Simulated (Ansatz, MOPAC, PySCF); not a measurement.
Dimer: C2H4 (SMILES C=C) (first 6 atoms) with C2H6O (SMILES COC); geometry from B3LYP-D3(BJ)/def2-TZVP, rigid monomers moved along the line of their centres of mass till H3···O8 is 3.43 Å.
(charge 0, multiplicity 1):
| atom | x (Å) | y (Å) | z (Å) |
|---|---|---|---|
| C | -0.4438 | 0.2633 | 0.8613 |
| C | 0.7143 | -0.1490 | 0.3659 |
| H | -0.8217 | -0.1025 | 1.8083 |
| H | -1.0555 | 0.9864 | 0.3343 |
| H | 1.0965 | 0.2170 | -0.5796 |
| H | 1.3275 | -0.8756 | 0.8856 |
| C | -0.6193 | 1.0058 | 5.5371 |
| O | -0.5959 | -0.3687 | 5.2172 |
| C | 0.7120 | -0.8987 | 5.2221 |
| H | -0.0446 | 1.5940 | 4.8105 |
| H | -0.2091 | 1.1889 | 6.5387 |
| H | -1.6593 | 1.3280 | 5.5145 |
| H | 1.3537 | -0.3829 | 4.4968 |
| H | 0.6382 | -1.9507 | 4.9502 |
| H | 1.1718 | -0.8163 | 6.2154 |

Interaction energies are E(AB) − E(A) − E(B) at the monomers' geometry in the complex; basis-set methods are counterpoise corrected. Rows marked so take none.

Cores are frozen in the correlated methods. Rows in 3-21G, 6-31G*, STO-3G carry no dispersion term and start afresh at each structure (6-31G* with six Cartesian d functions). MP2/6-31G* freezes PySCF's default core. The state reached by PM3, PM6 isn't checked.

Codes used: Ansatz (Gaussian basis) for Hartree–Fock, density functionals and correlated methods; MOPAC for PM3, PM6 (differences of heats of formation); PySCF for 3-21G rows, 6-31G* rows, STO-3G rows, the dispersion terms. Each number belongs to the level named beside it.

Other levels give for the interaction energy: PBE/def2-TZVPPD -22.5; B3LYP/def2-TZVPPD -6.3; B3LYP-D3(BJ)/def2-TZVPPD -36.1; wB97M-V/def2-TZVPPD -37.0; CCSD(T)/aug-cc-pVDZ -35.8 meV.

Common cheap choices:

```csv
level,interaction energy (meV)
PM3,-7.4
PM6,-11.3
HF/STO-3G (no counterpoise),-5.8
HF/3-21G (no counterpoise),-27.6
HF/6-31G*,-11.6
B3LYP/6-31G*,-6.5
M06-2X/6-31G* (no counterpoise),-43.9
MP2/6-31G* (no counterpoise),-42.2
```

Ansatz is a quantum-chemistry and plane-wave program.
